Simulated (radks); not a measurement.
Spherical quantum dot in the effective-mass picture: electrons in a parabolic well V = omega^2 r^2 / 2 with omega = 0.357, all in effective atomic units (hartree* = m*/eps^2 hartree, bohr* = eps/m* bohr), one dielectric constant everywhere. Calculated with a radial shooting solver with Libxc functionals: non-relativistic Kohn-Sham, LDA (Slater exchange, Perdew-Wang correlation), spin-polarised, spherical densities. Levels are named by radial order and angular momentum (1s, 1p, 1d, 2s, ...), and open shells are averaged over m.

N = 23, configuration 1s2 1p6 1d10 2s2 1f(up 3, down 0). This is the lowest configuration that the search found. Occupied and some empty levels:

level,occupation,eigenvalue (hartree*),<r> (bohr*)
1s up,1,5.7594,3.516
1s down,1,5.7698,3.450
1p up,3,5.8640,4.175
1p down,3,5.8785,4.142
1d up,5,5.9953,4.622
1d down,5,6.0118,4.609
2s up,1,6.0574,3.742
2s down,1,6.0669,3.776
1f up,3,6.1490,4.972
1f down,0,6.1665,4.971
2p up,0,6.2389,4.230
2p down,0,6.2485,4.242
1g up,0,6.3223,5.268
1g down,0,6.3398,5.274
2d up,0,6.4317,4.663
2d down,0,6.4421,4.666

Energy (hartree*): total 84.8365, kinetic 5.8977, external 30.418, Hartree 54.270, exchange-correlation -5.7496.
